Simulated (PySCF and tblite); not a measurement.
2 diastereomers of C₉H₁₄S, numbered alike:

```tsv
isomer	SMILES	descriptors (one enantiomer)
A	[CH:1]#[C:2][C@:3]1([CH3:4])[CH2:5][CH2:6][C@H:7]([S:8][CH3:9])[CH2:10]1	3R, 7S
B	[CH:1]#[C:2][C@@:3]1([CH3:4])[CH2:5][CH2:6][C@H:7]([S:8][CH3:9])[CH2:10]1	3S, 7S
```

Computed spectrum of one of them (conformer average at 298.15 K; GFN2-xTB geometries, energies PBE0/pcSseg-1 (IEF-PCM, acetonitrile) (D3(BJ) added where defined), GIAO shieldings PBE0/pcSseg-1 (IEF-PCM, acetonitrile); references on GFN2-xTB geometries), in ppm: ¹H (against TMS): 3.28 (1H), 2.66 (1H), 2.63 (1H), 2.17 (3H), 1.92 (1H), 1.91 (1H), 1.88 (1H), 1.85 (1H), 1.80 (1H), 1.47 (3H). ¹³C (against TMS): 101.5 (1C), 75.1 (1C), 52.2 (1C), 51.9 (1C), 45.5 (1C), 39.9 (1C), 37.9 (1C), 30.7 (1C), 18.0 (1C). Of the H, only those on carbon are given.

Question: Which isomer is it?

Answer: B. After a straight-line scaling (slope 0.85 to 1.15) of computed carbon shifts, the largest errors are A 2.2 ppm (at 39.9), B 0.0 ppm (at 52.2). Assigned: ¹H (against TMS): 3.28 (H7, 1H), 2.66 (H10a, 1H), 2.63 (H6a, 1H), 2.17 (H9, 3H), 1.92 (H1, 1H), 1.91 (H6b, 1H), 1.88 (H5a, 1H), 1.85 (H5b, 1H), 1.80 (H10b, 1H), 1.47 (H4, 3H). ¹³C (against TMS): 101.5 (C2), 75.1 (C1), 52.2 (C7), 51.9 (C10), 45.5 (C5), 39.9 (C3), 37.9 (C6), 30.7 (C4), 18.0 (C9). For comparison, at another level (GFN2-xTB geometries, energies PBE0/pcSseg-1 (IEF-PCM, methanol) (D3(BJ) added where defined), GIAO shieldings PBE0/pcSseg-1 (IEF-PCM, methanol)) the isomers give: A: ¹H (against TMS): 3.12 (H7, 1H), 2.40 (H10a, 1H), 2.27 (H6a, 1H), 2.26 (H9, 3H), 2.07 (H5a, 1H), 1.99 (H1, 1H), 1.92 (H10b, 1H), 1.92 (H6b, 1H), 1.74 (H5b, 1H), 1.44 (H4, 3H). ¹³C (against TMS): 102.5 (C2), 75.3 (C1), 52.6 (C7), 52.4 (C10), 46.9 (C5), 39.5 (C6), 38.6 (C3), 31.5 (C4), 20.3 (C9). B: ¹H (against TMS): 3.28 (H7, 1H), 2.66 (H10a, 1H), 2.63 (H6a, 1H), 2.17 (H9, 3H), 1.92 (H1, 1H), 1.90 (H6b, 1H), 1.88 (H5a, 1H), 1.85 (H5b, 1H), 1.80 (H10b, 1H), 1.47 (H4, 3H). ¹³C (against TMS): 101.5 (C2), 75.0 (C1), 52.2 (C7), 51.9 (C10), 45.5 (C5), 39.9 (C3), 37.9 (C6), 30.7 (C4), 18.0 (C9).

The conformer set may be incomplete (the search or the number kept was capped). Shifts are unscaled: against experiment ¹³C can be off by 15 ppm or more and ¹H by 0.8 ppm.
